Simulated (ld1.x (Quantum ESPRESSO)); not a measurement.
An all-electron radial function and its pseudo partner (fluorine (F))

Columns: radius, all-electron u(r) and pseudo u(r) of the 2s shell (level -67.51 eV) of fluorine in the configuration [He] 2s2 2p3; LDA (PZ), non-relativistic, TM scheme, ld1.x (Quantum ESPRESSO) 7.5.

```tsv
r (bohr)	all-electron	pseudo
0.075	0.4809	-0.1023
0.150	0.3821	-0.2105
0.225	0.0838	-0.3301
0.300	-0.2450	-0.4651
0.375	-0.5340	-0.6147
0.450	-0.7592	-0.7689
0.525	-0.9179	-0.9082
0.600	-1.0173	-1.0109
0.675	-1.0674	-1.0661
0.750	-1.0790	-1.0790
0.825	-1.0617	-1.0617
0.900	-1.0238	-1.0238
0.975	-0.9719	-0.9719
1.050	-0.9111	-0.9111
1.125	-0.8456	-0.8456
1.200	-0.7782	-0.7782
1.275	-0.7111	-0.7111
1.350	-0.6459	-0.6459
1.425	-0.5837	-0.5837
1.500	-0.5251	-0.5251
1.575	-0.4705	-0.4705
1.650	-0.4201	-0.4201
1.725	-0.3739	-0.3739
1.800	-0.3319	-0.3319
1.875	-0.2938	-0.2938
1.950	-0.2595	-0.2595
```

Question: How many radial nodes do the two functions have?

Answer: The all-electron 2s function has n − l − 1 = 1; the pseudo-wave has 0, since the states of the same l below it are removed with the core.

Question: At about which radius was the pseudo-wave matched?

Answer: 0.80 bohr, where the columns begin to agree (steps of 0.07 bohr).

Question: Where does each function peak?

Answer: Outermost all-electron maximum near 0.75 bohr, pseudo maximum near 0.75 bohr (to the table’s step).

Question: Is the pseudo-wave norm-conserving?

Answer: Yes: the TM scheme keeps the norm inside the radius equal to the all-electron one, which fixes the energy derivative of the logarithmic derivative at the level.
